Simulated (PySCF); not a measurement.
C₂H₈O₂Si, SMILES C[Si@H](OC)O. Coordinates come from a r2SCAN-D4/def2-SVP optimisation. The structure was generated by enumeration; whether it is a known compound was not checked. The values are those of a single conformer.

Computed equilibrium geometry at r2SCAN-D4/def2-SVP (PySCF confirms it by a frequency run) as bond lengths and angles (one conformer of several):
Atoms: C1 O2 Si3 C4 O5 H6 H7 H8 H9 H10 H11 H12 H13. Bond lengths (Å): C1–O2 1.410, C1–H6 1.106, C1–H7 1.107, C1–H8 1.101, O2–Si3 1.667, Si3–C4 1.859, Si3–O5 1.669, Si3–H9 1.488, C4–H10 1.102, C4–H11 1.102, C4–H12 1.102, O5–H13 0.965. Angles (°): O2–C1–H6 112.0, O2–C1–H7 111.8, O2–C1–H8 108.8, H6–C1–H7 108.0, H6–C1–H8 108.1, H7–C1–H8 107.9, C1–O2–Si3 123.4, O2–Si3–C4 112.1, O2–Si3–O5 111.3, O2–Si3–H9 103.4, C4–Si3–O5 105.3, C4–Si3–H9 113.4, O5–Si3–H9 111.5, Si3–C4–H10 110.8, Si3–C4–H11 111.2, Si3–C4–H12 110.9, H10–C4–H11 108.1, H10–C4–H12 107.4, H11–C4–H12 108.2, Si3–O5–H13 115.9.
